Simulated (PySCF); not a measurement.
## Diatomic cations of As with the fourth-period p block

HF with triple-zeta basis sets in PySCF, for the lowest determinant that a PBE0 search found; no spin–orbit coupling. De refers to high-spin ground-configuration atoms (the charge goes to the atom of lower measured ionisation energy or higher electron affinity, which is not always the lowest computed limit). A positive dipole points towards As; it is taken about the centre of mass and depends on that origin.

| M | basis | reference | charged atom | state (unpaired electrons) | Re (Å) | ωe (cm⁻¹) | De (eV) | μ (D) |
| --- | --- | --- | --- | --- | --- | --- | --- | --- |
| Ga | def2-TZVPPD | UHF | Ga+ | quartet (σ ↑, π ↑↑) | 3.137 | 65.6 | 0.23 | -4.46 |
| Ge | def2-TZVPPD | UHF | Ge+ | triplet (π ↑↑) | 2.404 | 287 | 1.21 | -2.17 |
| Br | def2-TZVPPD | UHF | As+ | doublet (π ↑) | 2.178 | 401 | 2.04 | 2.77 |

The shortest bond is that of AsBr⁺ (2.178 Å), the longest that of GaAs⁺ (3.137 Å). AsBr⁺ is bound most strongly (2.04 eV) and GaAs⁺ least (0.23 eV).

The state changes along the series, so neighbouring rows are not always alike in their bonding.

Spin–orbit coupling is left out. For an ion De counts to the pair picked by the measured ionisation energies or electron affinities, which need not be the lowest pair at this level. Hartree–Fock leaves out correlation, which carries a large part of most bond energies and some tenths to 1 eV of ionisation energies. States were picked by a PBE0 search and need not be the measured ground states.
